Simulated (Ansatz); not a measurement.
**Question.** Name a neutral molecule of C, O, Si and H with size of the dipole moment (ωB97M-V/def2-TZVPP) between 1.65 and 1.95 D and LUMO energy (PBE0/def2-TZVPP) between -0.40 and -0.10 eV (Ansatz, PBE0-D4/def2-TZVP geometry).

**Answer.** `[SiH3]C[SiH]1CO1` (1.86 D, -0.23 eV); `C1C[SiH2]O1` (1.79 D, -0.10 eV). Other molecules can fit too; these were computed, each in one conformer that needn't be the lowest.
